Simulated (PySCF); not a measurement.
An unknown shows these calculated signals:

¹H NMR (400 MHz, computed): δ 5.28 (m, 1H), 5.22 (m, 1H), 5.21 (m, 1H), 5.18 (m, 1H), 2.55 (m, 1H), 1.92 (m, 1H), 1.83 (m, 1H), 1.80 (m, 1H), 0.58 (m, 1H).

¹³C{¹H} NMR (computed): δ 126.0 (C), 24.4 (CH2), 15.0 (CH), 11.0 (CH2).

Computational details: GIAO PBE0/pcSseg-1 shieldings, GFN2-xTB geometry, in PySCF (a single conformation, in vacuum, no relativistic terms).

Referencing at the same level of theory: ¹H, ¹³C against TMS.

Q: Which of these does the molecule contain: an NH or NH2 group, an amide, a Si–H bond, an ester, a nitrile?

A: 
- An NH or NH2 group: no.
- An amide: no.
- A Si–H bond: yes (δH 5.28 (m), 5.21 (m)).
- An ester: no.
- A nitrile: yes (δC 126.0).

The data belong to SMILES C1C[C@H](C#N)[SiH2]O[SiH2]1, C₄H₉NOSi₂; they needn't prove each group on their own.

Carbon signals by region: 1 in the sp2 and nitrile region (100–160 ppm), 3 below 50 ppm.

Shifts are as computed. Against solution values, carbons near 30 ppm lie about +3 ppm off and those near 130 ppm about +5 ppm. Of 1211 compounds with measured shifts, 218 miss one by over three times the rms of a fit or turn the order of signals round; such compounds aren't used in these exercises. No couplings were computed; multiplicities are counted from neighbouring protons, with m where these are inequivalent, close in shift, in a saturated or five-membered ring or joined by F or P, and br s for small geminal =CH2 splittings.
